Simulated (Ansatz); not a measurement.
As6Se, relaxed as a singlet with RKS r2SCAN-D4/def2-SVP in Ansatz, starting from the GFN2-xTB geometry. Force threshold 0.02 eV/Å.

Another isomer (singlet) lies 0.25 eV lower at PBE0-D4/def2-TZVP; other spin states weren't run for this one.

Start:

```xyz
7

As   -1.138   -0.839   -1.541
As   -1.827    1.000   -0.167
As    1.561   -0.452    1.376
As    1.299   -1.149   -0.953
As    2.133    1.082   -0.361
As    0.255    1.601    1.129
Se   -2.285   -1.243    0.518
```

(1) Estimate the energy that the relaxation releases and the steps that it takes.

(2) Does the start keep its bonding and symmetry?

(3) Predict the relaxed structure.

## Answers

(1) 5.7 kJ/mol, in 4 steps; 36 s on 4 threads of Arm Neoverse V1 on a shared host. No frequencies were taken in this run, so the end may be a saddle point.

(2) By distances, no bond broke or formed. The bond that changes most is As3–As5, from 2.39 to 2.46 Å (atoms count from 1). Point group Cs at the start, Cs at the end, both within 0.05 Å.

(3) 
```xyz
7

As   -1.104   -0.836   -1.543
As   -1.801    1.015   -0.151
As    1.487   -0.485    1.387
As    1.277   -1.143   -0.959
As    2.133    1.096   -0.385
As    0.240    1.602    1.110
Se   -2.232   -1.249    0.542
```
Bond lengths: 8 × As–As 2.42 to 2.47 Å; 2 × As–Se 2.41 Å.
